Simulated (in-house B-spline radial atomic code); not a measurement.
# RPA and G0W0 on LDA exchange-only: Ni⁵⁺

Configuration [Ar] 3d5, highest spin, mean-field start LDA exchange-only. Computed with an all-electron radial atomic-structure program (B-spline basis): all electrons, scalar-relativistic (spin-free one-electron X2C), finite nucleus, each spin shell either full or empty, empty states to l = 9 with an (l + 1/2)⁻⁴ tail; G0W0 by contour deformation at full frequency.

Command:
```bash
python run_gw.py task.json out
```
Settings (radii: box in bohr, nucleus in fm):
```
Z                        28
electrons                23
configuration            [Ar] 3d5
hamiltonian              x2c
method                   lda,
lmax                     9
rms_radius               3.7757
spin_polarised           True
box_radius               10.43
intervals                68
```

Run time, properties included: 2.8 s on 1 thread of Arm Neoverse V1 (shared host).

Energies (hartree):

| term | value |
| --- | --- |
| mean-field total | -1508.51452 |
| Hartree-Fock functional on these orbitals | -1512.39519 |
| direct second order | -1.8028 |
| second-order exchange | 0.5903 |
| SOSEX correction | 0.547 |

Problem. What is the RPA correlation energy, and what remains with SOSEX?

Solution. RPA gives -1.5999 hartree (-1.89 eV per electron); RPA + SOSEX gives -1.0529, and the second-order doubles -1.2125 hartree (no singles). RPA lacks exchange-type terms and so overcorrelates at short range.

Quasi-particle levels (eV):

```tsv
level	occupied	mean field	Σx - vxc	Σc	QP weight	G0W0
3d up	yes	-93.49	-16.30	?	?	?
3p down	yes	-150.34	-16.35	1.01	0.942	-165.67
3d down	no	-85.84	14.31	-5.69	0.957	-77.23
```

G0W0 = mean field + (Σx - vxc) + Σc, with Σc (partial-wave tail included) taken at the quasi-particle energy. Only the outer levels were computed. Levels of low weight are left out.

Problem. Where does G0W0 put 3d up?

Solution. At -108.00 eV, with Σc = 1.79 eV and a quasi-particle weight of 0.950. The tabulated removal energy is 108 ± 1 eV (NIST, semi-empirical); the calculation leaves out spin-orbit coupling, Breit and QED terms, and what these don't explain is the method's own error.
